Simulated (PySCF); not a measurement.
Simulated C 1s region for `[SiH3]n1ccnc1`, binding energy against the vacuum level.

Every computed line was given a Gaussian of 0.8 eV full width at half maximum and an area set by the number of equivalent atoms; the highest printed point is 100. Computed with delta-SCF UKS SCAN, pcX-2 on the ionised atom, pcseg-1 elsewhere, spin-free X2C in PySCF 2.14.0.

(binding energy (eV), intensity): (289.5, 0), (289.6, 0), (289.7, 1), (289.8, 2), (289.9, 4), (290.0, 8), (290.1, 14), (290.2, 23), (290.3, 35), (290.4, 49), (290.5, 65), (290.6, 79), (290.7, 91), (290.8, 98), (290.9, 100), (291.0, 97), (291.1, 91), (291.2, 84), (291.3, 78), (291.4, 74), (291.5, 70), (291.6, 67), (291.7, 63), (291.8, 56), (291.9, 47), (292.0, 37), (292.1, 26), (292.2, 18), (292.3, 11), (292.4, 6), (292.5, 3), (292.6, 1), (292.7, 1), (292.8, 0)

Problem. Count the maxima, the lines and the sites behind this envelope.

Solution. The curve has 1 maximum (at 290.9 eV). Under it lie 3 lines from 3 inequivalent carbon sites. At this width some lines have no maximum of their own.

Problem. Decompose the envelope and assign each component. Numbering: `[SiH3:1][n:2]1[cH:3][cH:4][n:5][cH:6]1`.

Solution. 
```
position (eV)  relative area  line  atoms                          environment
       290.68              1  C 1s     C4  aromatic CH next to a ring nitrogen
       291.02              1  C 1s     C3  aromatic CH next to a ring nitrogen
       291.69              1  C 1s     C6  aromatic CH next to a ring nitrogen
```

Problem. What are the centre and the root-mean-square width of the whole band?

Solution. The area-weighted mean of the lines is 291.13 eV. Their own spread about it is 0.42 eV (rms) and each Gaussian has σ = 0.8/2.355 = 0.34 eV; the variances add, which gives 0.54 eV.

Lowest listed C 1s: C4, bonded to N (aromatic in the SMILES), C (aromatic in the SMILES) and H. Highest, 1.01 eV above it: C6, bonded to 2 N (aromatic in the SMILES) and H. The widest gap between neighbouring values is 0.67 eV, between 291.02 and 291.69 eV. Summing the Pauling electronegativity differences to the bonded atoms, each weighted by its formal bond order, gives +0.39 for the lowest site and +1.12 for the highest; no listed site has a larger sum than the highest.

No satellites, vibrations or lifetime broadening are included. Geometry: PBE0-D3(BJ)/def2-SVP; no solvent, vibrations or thermal averaging.

Hardware: Arm Neoverse V1, one thread, shared host with 32 logical CPUs at a one-minute load of 16. Cost: 46 s wall, 0.51 GiB resident at most.
